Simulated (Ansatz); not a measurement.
Species: C5H6, SMILES `C#CCC=C` (C–C–C–C torsion 125°) (charge 0, multiplicity 1).

Give a relaxed geometry from Ansatz (a quantum-chemistry and plane-wave program) with PBE0-D4/def2-TZVP.

Several could match; the one computed here: the end point of this relaxation, one of several conformers (outside a Z-matrix the atoms follow the SMILES, hydrogens last).
Cartesian coordinates (Å) in one orientation:
```xyz
11

C      2.483    -0.530    -0.587
C      1.511     0.138    -0.367
C      0.317     0.929    -0.107
C     -0.942     0.116    -0.200
C     -1.842     0.028     0.767
H      3.348    -1.119    -0.779
H      0.389     1.393     0.881
H      0.278     1.748    -0.836
H     -1.091    -0.419    -1.134
H     -1.710     0.544     1.713
H     -2.741    -0.563     0.649
```
